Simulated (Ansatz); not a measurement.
Coupled-cluster diagnostics for CoCl2, Ansatz.

Geometry of the quartet (PBE0-D4/def2-TZVP):

```xyz
3

Co    0.0000    0.0000   -0.0001
Cl   -0.5615    1.8005    0.8979
Cl    0.5615   -1.8005   -0.8979
```

Correlated methods freeze 15 core orbitals; core or outer-core shells of Co are correlated, in sets that lack core-valence functions.

Geometry of the charge 0 doublet (PBE0-D4/def2-TZVP):

```xyz
3

Co    0.0000    0.0000    0.0000
Cl   -2.0239   -0.2567   -0.4038
Cl    2.0239    0.2567    0.4038
```

(1) Estimate the CCSD(T) correlation energy, the shares of MP2 and (T), T1 and the reference's ⟨S²⟩ for: charge 0, quartet, own geometry in def2-TZVPP; charge 0, doublet, own geometry in def2-TZVPP; charge 1, quintet, vertical in def2-TZVPP; and the rough time on 2 threads of Intel Xeon Platinum 8559C on a shared host.

Results:

(1) 
```tsv
state	basis	correlation (eV)	MP2 share (%)	(T) share (%)	T1	⟨S²⟩ (pure)	wall time	remarks
charge 0, quartet, own geometry	def2-TZVPP	-27.687	95.1	3.4	0.028	3.76 (3.75)	24 s	–
charge 0, doublet, own geometry	def2-TZVPP	-28.274	93.7	4.0	0.031	1.76 (0.75)	91 s	flagged by the program, spin-contaminated
charge 1, quintet, vertical	def2-TZVPP	-28.328	90.2	5.1	0.078	6.03 (6.00)	28 s	large T1
```
Customary marks for T1 are 0.02 (closed shells), 0.045 (open shells) and about 0.05 (3d metals). T1 exceeds 0.02 in 3 of 3 rows and 0.045 in 1; the higher it lies, the less the single-reference result can be trusted.
